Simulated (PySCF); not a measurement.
Working out the ionisation energy of F²⁺

F²⁺ [He] 2s2 2p3 (4S) → F³⁺ [He] 2s2 2p2 (3P). Calculation: PySCF 2.14, in aug-cc-pVQZ-DK (6s5p4d3f2g, 80 functions); scalar relativity by spin-free X2C-1e. Frozen: 1s2. Energies in hartree (1 hartree = 27.21139 eV):

| part | F²⁺ (lower) | F³⁺ (upper) |
| --- | --- | --- |
| UHF | -97.699589 | -95.412033 |
| MP2 opposite-spin | -0.078155 | -0.071724 |
| MP2 same-spin | -0.031849 | -0.014763 |

**Question.** What does Hartree-Fock give?

**Answer.** (-95.412033) − (-97.699589) = 2.287556 hartree = 62.248 eV.

**Question.** What do MP2 and SCS-MP2 (6/5 opposite-spin, 1/3 same-spin) give?

**Answer.** The opposite-spin parts differ by 0.175 eV and the same-spin parts by 0.465 eV. MP2: 62.248 + (0.175) + (0.465) = 62.888 eV. SCS-MP2: 62.248 + 1.2 × (0.175) + (0.465)/3 = 62.613 eV.

A first-order spin-orbit estimate adds -0.054 eV to MP2 (valence), giving 62.834 eV against 62.708 eV (semi-empirical (NIST evaluation); NIST Atomic Spectra Database, ionization energies).

What remains against the reference includes basis incompleteness, the frozen core and correlation beyond second order.
